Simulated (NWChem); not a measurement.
All runs are NWChem calculations. System: C2HF2, charge 0, spin multiplicity 2, at a geometry optimised with UPBE0/def2-SVP. The structure started from a generated list of species. Its SCF solution wasn't tested for a lower state. Level: UB2PLYP/cc-pVDZ, 4 core orbitals frozen.

The NWChem input:

```
start mol
memory heap 200 mb stack 900 mb global 1100 mb
geometry units angstroms nocenter noautoz
  C      0.588024    -1.299440     0.000000
  C      0.066048    -0.096189     0.000000
  F      0.755692     1.018223     0.000000
  F     -1.222798     0.171938     0.000000
  H      0.279529    -2.337679     0.000000
  symmetry group Cs
end
basis spherical
  * library cc-pvdz
end
dft
  xc hfexch 0.53 becke88 0.47 lyp 0.73 mp2 0.27
  dftmp2
  odft
  mult 2
  semidirect memsize 60000000 filesize 0
  iterations 100
end
mp2
  freeze core 4
end
task dft energy
```

Output (cleaned and shortened):

```
             Northwest Computational Chemistry Package (NWChem) 7.3.0
             --------------------------------------------------------

                                NWChem Input Module
                                -------------------

 Scaling coordinates for geometry "geometry" by  1.889725989
 (inverse scale =  0.529177249)

 Turning off AUTOSYM since
 SYMMETRY directive was detected!

                             Geometry "geometry" -> ""
                             -------------------------

 Output coordinates in angstroms (scale by  1.889725989 to convert to a.u.)

  No.       Tag          Charge          X              Y              Z
 ---- ---------------- ---------- -------------- -------------- --------------
    1 C                    6.0000     0.58802400    -1.29944000     0.00000000
    2 C                    6.0000     0.06604800    -0.09618900     0.00000000
    3 F                    9.0000     0.75569200     1.01822300     0.00000000
    4 F                    9.0000    -1.22279800     0.17193800     0.00000000
    5 H                    1.0000     0.27952900    -2.33767900     0.00000000

 Effective nuclear repulsion energy (a.u.)     109.8740808070

            Nuclear Dipole moment (a.u.)
            ----------------------------
        X                 Y               Z
 ---------------- ---------------- ----------------
     0.0000132281    -0.0000075589     0.0000000000

      Symmetry information
      --------------------

 Group name             Cs
 Group number              2
 Group order               2
 No. of unique centers     5

      Symmetry unique atoms

     1    2    3    4    5


 Summary of "ao basis" -> "" (spherical)
 ------------------------------------------------------------------------------
       Tag                 Description            Shells   Functions and Types
 ---------------- ------------------------------  ------  ---------------------
 *                          cc-pvdz                   on all atoms

  dft_input: which_mp2 not specified, using semidirect MP2 by default.

                                 NWChem DFT Module
[...]
     2   0 2 0    -13.865529    -55.547135    -48.482732     90.164338
     2   0 1 1      0.000000      0.000000      0.000000      0.000000
     2   0 0 2    -15.906242     -8.325826     -7.580416      0.000000

                   NWChem MP2 Semi-direct Energy/Gradient Module
                   ---------------------------------------------

  Basis functions       =     61
  Molecular orbitals    =     61
  Frozen core           =      4
  Frozen virtuals       =      0
  Active alpha occupied =     12
  Active beta occupied  =     11
  Active alpha virtual  =     45
  Active beta virtual   =     46
  Use MO symmetry       = T
  Use skeleton AO sym   = T

  AO/Fock/Back tols     =   1.0D-09  1.0D-09  1.0D-09

 GA uses MA = F    GA memory limited = T

 Available:
  local mem=  4.43D+07
 global mem=  1.44D+08
 local disk=  0.00D+00
  mp2_memr nvloc                    45
  nvloc new                    45
   1 passes of  12:        3145728                      21360                   3478312.
   1 passes of  12: M     44323695           G      144171758           F      41177967.

 Semi-direct pass number   1 of   1  for UHF alpha       at        1.1s
  vrange nnbf                  1891
  mp2_eaftype                    13  avail_ma_in_mb                   386
 EAF : mp2_eaftype filesize          13    1739156.
  mp2_eaf for mointskh                     13
Node 0 wrote      8.2 Mb in      0.0 s     Agg I/O rate:  5577.0 Mb/s
 Done moints_semi at        1.7s
  mp2_eaftype                    13  avail_ma_in_mb                   386
 EAF : mp2_eaftype filesize          13    1739156.
  mp2_eaf for kh                    13
 Done maket at        1.7s
 Done multipass loop at        1.7s

 GA uses MA = F    GA memory limited = T

 Available:
  local mem=  4.43D+07
 global mem=  1.44D+08
 local disk=  0.00D+00
  mp2_memr nvloc                    46
  nvloc new                    46
   1 passes of  11:        3145728                      20493                   3259713.
   1 passes of  11: M     44323695           G      144171758           F      41177967.

 Semi-direct pass number   1 of   1  for UHF beta        at        1.7s
  vrange nnbf                  1891
  mp2_eaftype                    12  avail_ma_in_mb                   386
 EAF : mp2_eaftype filesize          12    1629856.
  mp2_eaf for mointskh                     12
Node 0 wrote      7.7 Mb in      0.0 s     Agg I/O rate:  6572.7 Mb/s
 Done moints_semi at        2.3s
  mp2_eaftype                    12  avail_ma_in_mb                   386
 EAF : mp2_eaftype filesize          12    1629856.
  mp2_eaf for kh                    12
 Done maket at        2.3s
 Done multipass loop at        2.3s

          -------------------------------------------
          DFT energy                    -275.963233600936
          Unscaled MP2 energy             -0.722620457418
          Total DFT+MP2 energy          -276.158341124439
          -------------------------------------------

 -----------------------
 Performance information
 -----------------------

 Timer overhead =  1.21D-07 seconds/call

               Nr. of calls         CPU time (s)                 Wall time (s)                GFlops
             ---------------    -------------------     ------------------------------   -------------------
Name         Min   Avg   Max    Min     Avg     Max     Min     Avg     Max   Mx/calls   Min     Max     Sum
mp2: moin     2     2     2    1.1     1.1     1.1      1.1     1.1     1.1    0.57      0.0     0.0     0.0
mp2: make     2     2     2   5.27E-2 5.27E-2 5.27E-2  5.27E-2 5.27E-2 5.27E-2 2.64E-2   0.0     0.0     0.0
mp2: tota     1     1     1    1.2     1.2     1.2      1.2     1.2     1.2     1.2      0.0     0.0     0.0

 The average no. of pstat calls per process was 5.00D+00
 with a timing overhead of 6.04D-07s

 Task  times  cpu:        2.3s     wall:        2.3s

 Total times  cpu:        2.3s     wall:        2.3s
```
